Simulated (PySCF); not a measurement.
## Bond energies at HF/def2-SVP beside a composite method

PySCF, lowest determinants of a PBE0 search. The composite is CCSD(T) extrapolated to the basis-set limit from two correlation-consistent sets, with core-valence (CV) and scalar-relativistic (SR) terms as its label shows; it has no spin–orbit coupling and nothing beyond (T).

```
species  state (unpaired electrons)  De HF (eV)  De composite (eV)              composite  dissociates to
   GeO⁺               doublet (π ↑)        1.65               3.75     CCSD(T)/CBS(DT)+CV         Ge⁺ + O
    PbS      singlet (closed shell)        1.90               4.69     CCSD(T)/CBS(DT)+CV          Pb + S
    RbF      singlet (closed shell)        2.64               5.09     CCSD(T)/CBS(DT)+CV          Rb + F
    SiN               doublet (σ ↑)        0.83               4.66  CCSD(T)/CBS(TQ)+CV+SR          Si + N
    GaS               doublet (σ ↑)        1.95               3.61        CCSD(T)/CBS(DT)          Ga + S
    CaH               doublet (σ ↑)        1.37               1.77        CCSD(T)/CBS(DT)          Ca + H
    RbS               doublet (π ↑)        1.45               2.64        CCSD(T)/CBS(DT)          Rb + S
    KCl      singlet (closed shell)        3.08               4.33     CCSD(T)/CBS(DT)+CV          K + Cl
```

Problem. Does HF bind more or less than the composite, by how much on average, and where is the difference largest?

Solution. HF/def2-SVP binds less on average, method and basis taken together: the mean signed difference is -1.96 eV and the mean absolute one 1.96 eV; it is largest for SiN (-3.83 eV).

The molecules are drawn from runs that passed checks on state, spin purity and fit, so the hardest cases are missing and the errors look smaller than over all diatomics.

Correlated steps freeze the inner cores (5 to 19 orbitals); shallow outer-core shells are correlated. UHF and ROHF references stand side by side, which adds small steps between rows. Spin–orbit coupling is left out, which matters for elements this heavy, above all for dissociation energies. For an ion De counts to the pair picked by the measured ionisation energies or electron affinities, which need not be the lowest pair at this level. Where the molecule has an RHF reference, its open-shell atoms are computed with UHF. The CCSD T1 diagnostic is raised in PbS, SiN, a sign that a single reference may not be enough there. UHF is strongly spin-contaminated for SiN, so the ROHF reference used there is far from stable. States were picked by a PBE0 search and need not be the measured ground states.
